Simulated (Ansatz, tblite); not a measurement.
Cost and result up the ladder for (Cl)2Si(OSiH2)2O (Si₃Cl₂O₃H₄) (12 atoms). Charge 0, multiplicity 1. Geometry: PBE-D4/def2-SVP.

```xyz
12

Si   -1.2070    0.9806   -0.6633
Cl   -1.9717    2.6770    0.1998
Cl   -2.1390    0.6601   -2.4623
O    -1.4677   -0.3159    0.3353
Si   -0.3969   -1.3895    1.0772
O     1.1577   -0.9381    0.6393
Si    1.7466    0.2938   -0.3345
O     0.4213    1.1683   -0.9078
H    -0.6790   -2.7715    0.5807
H    -0.5543   -1.2792    2.5601
H     2.4784   -0.2913   -1.4999
H     2.6117    1.2059    0.4753
```

Ansatz on 2 threads of AMD EPYC 7R13 on a shared host and a share (18 GiB) of an NVIDIA H100 80GB HBM3; xTB runs through tblite on one thread. Times are rough, summed over both states, and most runs start from the orbitals of an earlier one. PBE0-D4/def2-TZVP serves as the yardstick here, not as an exact answer. The other state is a triplet.

The xTB rows come from tblite.

xTB has no spin-polarisation term.

| level | functions | vertical triplet (eV) | difference from PBE0-D4/def2-TZVP (eV) |
| --- | --- | --- | --- |
| r2SCAN-D4/def2-TZVP | 302 | 6.69 | -0.72 |
| GFN1-xTB | 65 | 7.63 | 0.21 |
| PBE0-D4/def2-TZVP | 302 | 7.42 | 0.00 |
| PBE-D4/def2-TZVP | 302 | 6.17 | -1.24 |
| GFN2-xTB | 61 | 5.96 | -1.45 |

(1) Estimate how long each takes.

Answers

(1) GFN1-xTB 0.04 s; GFN2-xTB 0.045 s; PBE-D4/def2-TZVP 19 s; r2SCAN-D4/def2-TZVP 26 s; PBE0-D4/def2-TZVP 26 s. On shared hardware such times vary by a factor of up to 3.
